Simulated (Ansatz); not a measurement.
Reaction (cleavage of the B–Al bond): `[AlH2][BH][GeH3]` + NH₃ → `N[BH][GeH3]` + `[AlH3]`

Computed with Ansatz on PBE0-D4/def2-TZVP structures; ΔE is electronic, products minus reactants. CBS: MP2 limit from def2 TZ/QZ plus the TZ coupled-cluster correction, frozen cores. This one scheme is used for every species. Functionals use def2-TZVPP. B3LYP here is the variant with VWN-RPA as its local correlation; programs differ in this. HSE06 is defined as in plane-wave codes. For Ge outer-core shells are correlated without core-valence functions, which leaves a few kJ/mol of doubt a bond. Scalar relativity is left out up to krypton. One conformer a species, not always the lowest.

```json
{"level": "LDA (SPW92)", "ΔE (kJ/mol)": "-176.2", "difference from CCSD(T)/CBS": "-13.2"}
{"level": "PBE-D4", "ΔE (kJ/mol)": "-161.3", "difference from CCSD(T)/CBS": "1.7"}
{"level": "BLYP-D4", "ΔE (kJ/mol)": "-169.5", "difference from CCSD(T)/CBS": "-6.5"}
{"level": "r2SCAN-D4", "ΔE (kJ/mol)": "-165.4", "difference from CCSD(T)/CBS": "-2.4"}
{"level": "B97M-V", "ΔE (kJ/mol)": "-171.3", "difference from CCSD(T)/CBS": "-8.3"}
{"level": "B3LYP-D4", "ΔE (kJ/mol)": "-170.2", "difference from CCSD(T)/CBS": "-7.2"}
{"level": "r2SCANh-D4", "ΔE (kJ/mol)": "-165.9", "difference from CCSD(T)/CBS": "-2.9"}
{"level": "r2SCAN0-D4", "ΔE (kJ/mol)": "-166.6", "difference from CCSD(T)/CBS": "-3.6"}
{"level": "HSE06-D4", "ΔE (kJ/mol)": "-162.0", "difference from CCSD(T)/CBS": "1.0"}
{"level": "BHLYP-D4", "ΔE (kJ/mol)": "-170.1", "difference from CCSD(T)/CBS": "-7.1"}
{"level": "CAM-B3LYP-D4", "ΔE (kJ/mol)": "-176.7", "difference from CCSD(T)/CBS": "-13.7"}
{"level": "ωB97M-V", "ΔE (kJ/mol)": "-173.0", "difference from CCSD(T)/CBS": "-10.0"}
{"level": "B2PLYP", "ΔE (kJ/mol)": "-172.2", "difference from CCSD(T)/CBS": "-9.2"}
{"level": "PBE", "ΔE (kJ/mol)": "-161.5", "difference from CCSD(T)/CBS": "1.5"}
{"level": "revPBE", "ΔE (kJ/mol)": "-156.2", "difference from CCSD(T)/CBS": "6.8"}
{"level": "BLYP", "ΔE (kJ/mol)": "-168.9", "difference from CCSD(T)/CBS": "-5.9"}
{"level": "r2SCAN", "ΔE (kJ/mol)": "-165.4", "difference from CCSD(T)/CBS": "-2.4"}
{"level": "PBE0", "ΔE (kJ/mol)": "-162.7", "difference from CCSD(T)/CBS": "0.3"}
{"level": "B3LYP", "ΔE (kJ/mol)": "-170.6", "difference from CCSD(T)/CBS": "-7.6"}
{"level": "r2SCANh", "ΔE (kJ/mol)": "-166.0", "difference from CCSD(T)/CBS": "-3.0"}
{"level": "r2SCAN0", "ΔE (kJ/mol)": "-166.8", "difference from CCSD(T)/CBS": "-3.8"}
{"level": "HSE06", "ΔE (kJ/mol)": "-162.5", "difference from CCSD(T)/CBS": "0.5"}
{"level": "BHLYP", "ΔE (kJ/mol)": "-172.3", "difference from CCSD(T)/CBS": "-9.3"}
{"level": "CAM-B3LYP", "ΔE (kJ/mol)": "-177.3", "difference from CCSD(T)/CBS": "-14.3"}
{"level": "LC-ωPBE", "ΔE (kJ/mol)": "-168.2", "difference from CCSD(T)/CBS": "-5.2"}
{"level": "RPA@PBE/def2-TZVPP", "ΔE (kJ/mol)": "-166.1", "difference from CCSD(T)/CBS": "-3.1"}
{"level": "HF/def2-SVP", "ΔE (kJ/mol)": "-178.7", "difference from CCSD(T)/CBS": "-15.7"}
{"level": "MP2/def2-SVP", "ΔE (kJ/mol)": "-194.3", "difference from CCSD(T)/CBS": "-31.3"}
{"level": "CCSD/def2-SVP", "ΔE (kJ/mol)": "-183.8", "difference from CCSD(T)/CBS": "-20.8"}
{"level": "CCSD(T)/def2-SVP", "ΔE (kJ/mol)": "-186.2", "difference from CCSD(T)/CBS": "-23.2"}
{"level": "HF/def2-TZVPP", "ΔE (kJ/mol)": "-166.9", "difference from CCSD(T)/CBS": "-3.9"}
{"level": "MP2/def2-TZVPP", "ΔE (kJ/mol)": "-173.9", "difference from CCSD(T)/CBS": "-10.9"}
{"level": "SCS-MP2/def2-TZVPP", "ΔE (kJ/mol)": "-172.4", "difference from CCSD(T)/CBS": "-9.4"}
{"level": "CCSD/def2-TZVPP", "ΔE (kJ/mol)": "-164.0", "difference from CCSD(T)/CBS": "-1.0"}
{"level": "HF/def2-QZVPP", "ΔE (kJ/mol)": "-166.7", "difference from CCSD(T)/CBS": "-3.7"}
{"level": "MP2/def2-QZVPP", "ΔE (kJ/mol)": "-172.6", "difference from CCSD(T)/CBS": "-9.6"}
{"level": "SCS-MP2/def2-QZVPP", "ΔE (kJ/mol)": "-171.0", "difference from CCSD(T)/CBS": "-8.0"}
{"level": "HF/CBS(def2)", "ΔE (kJ/mol)": "-166.6", "difference from CCSD(T)/CBS": "-3.6"}
{"level": "MP2/CBS(def2)", "ΔE (kJ/mol)": "-171.7", "difference from CCSD(T)/CBS": "-8.7"}
{"level": "CCSD/CBS(def2)", "ΔE (kJ/mol)": "-161.8", "difference from CCSD(T)/CBS": "1.2"}
{"level": "CCSD(T)/CBS", "ΔE (kJ/mol)": "-163.0", "difference from CCSD(T)/CBS": "0"}
```

Largest T1 diagnostic among the species: 0.013.

At CCSD(T), def2-SVP lies −23.2 kJ/mol from the extrapolated value and def2-TZVPP −2.2 kJ/mol. Leaving LDA and LC-ωPBE aside and taking each functional with its dispersion term where it has one, the values, not all of them listed here, spread over 16.1 kJ/mol, from CAM-B3LYP-D4 to revPBE-D4. LDA lies −14.7 kJ/mol from PBE without D4. From BLYP to BHLYP (50 % exact exchange), in def2-TZVPP and without D4, ΔE moves by −3.4 kJ/mol.
